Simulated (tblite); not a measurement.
A geometry optimisation, step by step.

C6H10F3P.
Numbering: `[CH3:1]/[CH:2]=[CH:3]\[P:4]([CH3:5])[CH2:6][C:7]([F:8])([F:9])[F:10]` (hydrogens: H11, H12, H13 on C1; H14 on C2; H15 on C3; H16, H17, H18 on C5; H19, H20 on C6)

Computed with GFN2-xTB (tblite), gas phase: L-BFGS steps from a force-field or distance-geometry start until the largest atomic force falls under 0.01 eV/Å. 7 of its 268 geometries are shown.

Step 0: E = -941.7081 eV, largest atomic force 2.980 eV/Å
```
atom  x, y, z in Å  |  force x, y, z in eV/Å
C1      2.768    0.285    0.678   -0.293   0.115   0.031
C2      2.369    0.158   -0.763    0.241   0.182   1.135
C3      1.105   -0.028   -1.061   -1.749  -0.999  -1.672
P4     -0.242   -0.107    0.178    1.205   1.743   2.095
C5     -0.338   -1.805    0.941   -0.930  -0.594  -0.333
C6     -1.902    0.199   -0.621    0.301  -1.065  -1.009
C7     -2.538    1.467   -0.090    0.625  -0.370   0.276
F8     -2.752    1.418    1.272    0.048   0.332  -1.687
F9     -3.752    1.599   -0.723    1.145   0.704   0.888
F10    -1.681    2.524   -0.339   -1.639  -0.842   0.329
H11     3.831    0.494    0.755   -0.005  -0.244   0.231
H12     2.478   -0.681    1.163    0.454   1.041   0.006
H13     2.217    1.151    1.143    0.357  -1.055  -0.341
H14     3.104    0.196   -1.546    0.202   0.148   0.006
H15     0.862   -0.108   -2.133   -0.257   0.026   0.399
H16    -0.929   -2.458    0.266    0.540  -0.003   0.268
H17    -0.953   -1.715    1.879    0.775   0.092  -0.767
H18     0.656   -2.243    1.163   -0.751   0.446  -0.234
H19    -2.567   -0.663   -0.452    0.008   0.327  -0.051
H20    -1.741    0.329   -1.713   -0.279   0.013   0.430
```

Step 44: E = -942.6861 eV, largest atomic force 0.139 eV/Å
```
atom  x, y, z in Å  |  force x, y, z in eV/Å
C1      2.879    0.295    0.652   -0.005   0.009   0.005
C2      2.255    0.031   -0.677    0.005  -0.007  -0.003
C3      0.947   -0.061   -0.883   -0.008   0.009   0.036
P4     -0.251    0.083    0.484   -0.118   0.066  -0.032
C5     -0.360   -1.739    0.819    0.021   0.020  -0.007
C6     -1.831    0.218   -0.553    0.000  -0.039   0.020
C7     -2.563    1.469   -0.147    0.031  -0.033  -0.014
F8     -2.900    1.453    1.152    0.032   0.023  -0.013
F9     -3.715    1.641   -0.828    0.051  -0.002   0.003
F10    -1.840    2.579   -0.346    0.009  -0.003   0.016
H11     3.891    0.677    0.543   -0.025   0.007  -0.008
H12     2.925   -0.627    1.234    0.038   0.007  -0.014
H13     2.282    1.011    1.216   -0.037  -0.033  -0.002
H14     2.938   -0.114   -1.504    0.011   0.012  -0.032
H15     0.555   -0.267   -1.872    0.021   0.016  -0.010
H16    -0.563   -2.289   -0.097   -0.007  -0.045  -0.032
H17    -1.131   -1.945    1.558   -0.039   0.046   0.015
H18     0.600   -2.054    1.221    0.003  -0.038   0.027
H19    -2.502   -0.619   -0.351    0.020  -0.048   0.000
H20    -1.620    0.269   -1.624   -0.002   0.031   0.044
```

Step 89: E = -942.7331 eV, largest atomic force 0.051 eV/Å
```
atom  x, y, z in Å  |  force x, y, z in eV/Å
C1      2.887    0.296    0.630   -0.012  -0.003  -0.029
C2      2.228    0.049   -0.680   -0.005  -0.021  -0.005
C3      0.920   -0.084   -0.858   -0.007   0.014   0.008
P4     -0.283    0.042    0.508    0.033  -0.004   0.012
C5     -0.421   -1.772    0.870   -0.004  -0.022  -0.006
C6     -1.840    0.189   -0.550   -0.005   0.005   0.025
C7     -2.490    1.493   -0.179    0.001   0.008  -0.007
F8     -2.861    1.530    1.110    0.029  -0.015  -0.006
F9     -3.603    1.752   -0.892    0.006  -0.010  -0.024
F10    -1.669    2.535   -0.372   -0.001   0.019   0.005
H11     3.565    1.144    0.551    0.012   0.033   0.032
H12     3.478   -0.571    0.922    0.013  -0.017   0.002
H13     2.143    0.491    1.401    0.003   0.019  -0.008
H14     2.894   -0.037   -1.530    0.010  -0.005   0.001
H15     0.521   -0.268   -1.850    0.013   0.007   0.016
H16    -0.506   -2.350   -0.049   -0.035  -0.010   0.011
H17    -1.284   -1.942    1.510   -0.019  -0.007  -0.020
H18     0.471   -2.087    1.408    0.010   0.038  -0.027
H19    -2.545   -0.615   -0.336   -0.005  -0.007  -0.007
H20    -1.610    0.215   -1.617   -0.037  -0.020   0.028
```

Step 134: E = -942.7871 eV, largest atomic force 0.079 eV/Å
```
atom  x, y, z in Å  |  force x, y, z in eV/Å
C1      2.825    0.475    0.666    0.016  -0.010   0.009
C2      2.106    0.248   -0.615   -0.001   0.046  -0.016
C3      0.819   -0.054   -0.725    0.010  -0.024  -0.002
P4     -0.318   -0.202    0.692    0.001   0.003   0.016
C5     -0.477   -2.051    0.710    0.006  -0.001  -0.006
C6     -1.907    0.087   -0.265   -0.043   0.019   0.005
C7     -2.198    1.562   -0.322   -0.006  -0.030  -0.010
F8     -2.514    2.074    0.876    0.042  -0.058  -0.008
F9     -3.238    1.844   -1.133    0.010   0.022  -0.011
F10    -1.162    2.283   -0.780   -0.010  -0.048  -0.010
H11     3.393    1.405    0.632   -0.065  -0.016  -0.007
H12     3.537   -0.334    0.839   -0.014   0.005   0.011
H13     2.117    0.506    1.493    0.034   0.013   0.001
H14     2.705    0.337   -1.514    0.026  -0.036   0.024
H15     0.388   -0.216   -1.707   -0.015   0.010  -0.006
H16    -0.719   -2.437   -0.280    0.018  -0.012   0.001
H17    -1.251   -2.341    1.419   -0.011   0.030  -0.021
H18     0.465   -2.477    1.044    0.033   0.011  -0.012
H19    -2.737   -0.397    0.253    0.002   0.025  -0.007
H20    -1.838   -0.303   -1.287   -0.032   0.052   0.050
```

Step 178: E = -942.8036 eV, largest atomic force 0.056 eV/Å
```
atom  x, y, z in Å  |  force x, y, z in eV/Å
C1      2.755    0.558    0.707   -0.004  -0.001   0.003
C2      2.077    0.260   -0.582   -0.015   0.007  -0.007
C3      0.804   -0.093   -0.710   -0.014   0.002   0.008
P4     -0.330   -0.277    0.704   -0.002   0.003  -0.004
C5     -0.486   -2.123    0.631   -0.004   0.010   0.003
C6     -1.932    0.078   -0.212   -0.005   0.009   0.006
C7     -2.089    1.566   -0.351    0.009   0.011   0.015
F8     -2.042    2.193    0.834    0.013  -0.014  -0.053
F9     -3.265    1.913   -0.914    0.036  -0.007   0.009
F10    -1.136    2.121   -1.117   -0.039  -0.009   0.031
H11     3.243    1.530    0.657    0.004  -0.002   0.009
H12     3.522   -0.190    0.909   -0.002   0.018  -0.006
H13     2.034    0.556    1.524    0.014   0.000   0.000
H14     2.698    0.342   -1.466    0.012  -0.008  -0.008
H15     0.387   -0.292   -1.692    0.005  -0.001   0.007
H16    -0.669   -2.470   -0.385   -0.002   0.002   0.004
H17    -1.294   -2.445    1.285   -0.005  -0.004  -0.004
H18     0.446   -2.550    0.994   -0.001  -0.014   0.002
H19    -2.771   -0.288    0.384    0.003  -0.010  -0.004
H20    -1.958   -0.379   -1.204   -0.002   0.007  -0.011
```

Step 222: E = -942.8077 eV, largest atomic force 0.021 eV/Å
```
atom  x, y, z in Å  |  force x, y, z in eV/Å
C1      2.719    0.666    0.712    0.000  -0.005   0.011
C2      2.053    0.284   -0.562   -0.016  -0.003   0.008
C3      0.808   -0.159   -0.675   -0.003  -0.003   0.004
P4     -0.328   -0.370    0.734    0.004   0.007   0.001
C5     -0.561   -2.203    0.588   -0.004   0.011  -0.004
C6     -1.914    0.075   -0.172    0.009  -0.011   0.005
C7     -1.976    1.564   -0.358   -0.002  -0.005   0.010
F8     -1.719    2.231    0.776   -0.003  -0.002  -0.011
F9     -3.190    1.980   -0.774    0.015   0.014   0.002
F10    -1.101    2.013   -1.272   -0.004   0.006   0.005
H11     3.046    1.704    0.668    0.002  -0.002  -0.016
H12     3.602    0.047    0.871    0.004   0.004   0.004
H13     2.039    0.541    1.552   -0.016   0.005   0.003
H14     2.664    0.381   -1.452    0.003   0.004  -0.009
H15     0.406   -0.413   -1.651    0.000  -0.010  -0.001
H16    -0.717   -2.502   -0.448    0.005  -0.012  -0.003
H17    -1.413   -2.507    1.193    0.013   0.001   0.000
H18     0.331   -2.691    0.973   -0.004  -0.001  -0.004
H19    -2.766   -0.221    0.444   -0.004   0.000   0.007
H20    -1.988   -0.408   -1.150    0.002   0.004  -0.013
```

Step 267: E = -942.8258 eV, largest atomic force 0.009 eV/Å
```
atom  x, y, z in Å  |  force x, y, z in eV/Å
C1      2.342    1.141    0.525    0.005   0.003   0.001
C2      2.000    0.203   -0.574   -0.004  -0.001   0.003
C3      0.940   -0.596   -0.595    0.001  -0.005  -0.005
P4     -0.270   -0.707    0.762   -0.003   0.004   0.003
C5     -0.828   -2.443    0.453    0.005  -0.003  -0.005
C6     -1.714    0.104   -0.139    0.004   0.002  -0.001
C7     -1.539    1.596   -0.107   -0.007  -0.005  -0.002
F8     -1.224    2.048    1.116   -0.002   0.001   0.003
F9     -2.655    2.255   -0.476    0.006   0.001   0.004
F10    -0.571    2.028   -0.930    0.004   0.000  -0.004
H11     2.278    2.167    0.163   -0.005  -0.006   0.002
H12     3.364    0.973    0.865   -0.001  -0.002  -0.003
H13     1.656    1.020    1.361    0.003   0.005  -0.003
H14     2.679    0.206   -1.420   -0.002   0.001   0.005
H15     0.760   -1.248   -1.443    0.000   0.004  -0.001
H16    -1.069   -2.611   -0.596    0.001   0.001   0.001
H17    -1.700   -2.656    1.067    0.002   0.001   0.001
H18    -0.025   -3.114    0.751   -0.006   0.003   0.000
H19    -2.638   -0.137    0.392   -0.001  -0.001  -0.003
H20    -1.790   -0.220   -1.179   -0.001  -0.003   0.004
```

Task: Summarise the path.

Result: The energy falls by 25.77 kcal/mol from step 0 to step 267; nine tenths of that is first reached at step 62. It rises by more than 0.2 meV at steps 124 and 174. The largest force goes from 2.980 to 0.009 eV/Å. Among the bonds C7–F10 changes most, from 1.384 to 1.341 Å; the atoms move by 1.187 Å rms after alignment.

The cost below is that of the whole relaxation. On one thread of an Arm Neoverse V1, no GPU (shared host), this took 2.3 s wall.
